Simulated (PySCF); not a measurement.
## Dy⁵¹⁺: ionisation energy

Dy⁵¹⁺ [Ne] 3s2 3p3 (4S) → Dy⁵²⁺ [Ne] 3s2 3p2 (3P), as a difference of total energies. All numbers are calculated (PySCF 2.14, scalar relativity by spin-free X2C-1e, in an uncontracted even-tempered set (17 s from 12 bohr⁻², ratio 2.5; 12 p from 16 bohr⁻², ratio 2.5; 4 d from 62 bohr⁻², ratio 2.7; 4 f from 93 bohr⁻², ratio 2.7)). Correlated levels: outer shells: 1s2 frozen; virtual orbitals above 40 to 60 times the deepest correlated orbital energy dropped. The calculations carry no spin-orbit coupling.

```tsv
method	ionisation energy (eV)
UHF	4711.7
MP2 (outer shells)	4712.3
SCS-MP2 (outer shells)	4712.0
CCSD (outer shells)	4712.2
CCSD(T) (outer shells)	4712.2
```

Spin-orbit coupling is strong in these open shells (close to jj coupling). The scalar numbers leave it out and a first-order estimate fails, so it can dominate the gap to the real levels.

The ground level that NIST lists for one species does not belong to the high-spin term computed here, so part of any gap is the choice of state.

Breit and QED terms and the two-electron picture change are absent.

For comparison: 4629 ± 4 eV (theoretical estimate listed by NIST; NIST Atomic Spectra Database, ionization energies).
